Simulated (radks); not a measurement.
Results of a calculation; reference values are marked as such.
Spherical jellium clusters: N electrons in a uniform positive sphere of charge N and radius rs N^(1/3), rs = 5.58 bohr. Level of theory: non-relativistic Kohn-Sham, PBEsol, spin-polarised, spherical densities (a radial shooting solver with Libxc functionals). Levels are named by radial order and angular momentum (1s, 1p, 1d, 2s, ...), and open shells are averaged over m.

N = 4, configuration 1s2 1p(up 2, down 0). This is the lowest configuration that the search found. Occupied levels:

level    occupation  eigenvalue (eV)  <r> (bohr)
1s up             1          -3.0832       6.281
1s down           1          -2.7069       5.805
1p up             2          -2.1897       7.531

Energy (eV): total -6.24038, kinetic 4.3050, external -58.072, Hartree 28.778, exchange-correlation -10.743, background 29.492.
